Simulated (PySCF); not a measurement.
# Correlation energy of N²⁺ (nitrogen, charge +2)

[He] 2s2 2p1, 2P determinant. All numbers are calculated (PySCF 2.14, the spin-free X2C one-electron Hamiltonian (Gaussian nucleus), in cc-pVTZ-DK (4s3p2d1f, 30 functions)). Frozen: 1s2; 3 electrons correlated.

MP2 pair energies summed by pair of shells (mhartree):

| pair | energy | share (%) |
| --- | --- | --- |
| 2s-2s | -33.17 | 58.9 |
| 2s-2p | -23.17 | 41.1 |

Total MP2 correlation energy: -56.34 mhartree.

Same-spin part -3.63 and opposite-spin part -52.71 mhartree; SCS-MP2 scales them by 1/3 and 6/5 to -64.47 mhartree.

```tsv
level	correlation energy (mhartree)
CCSD	-83.03
(T)	-1.03
CCSD(T)	-84.06
```

Diagnostics: T1 = 0.0069, D1 = 0.0132, largest double amplitude 0.136.

Question: Is a single reference adequate?

Answer: Mostly. T1 lies below 0.03, but a double amplitude of this size points to a near-degeneracy that CCSD handles and MP2 describes poorly.
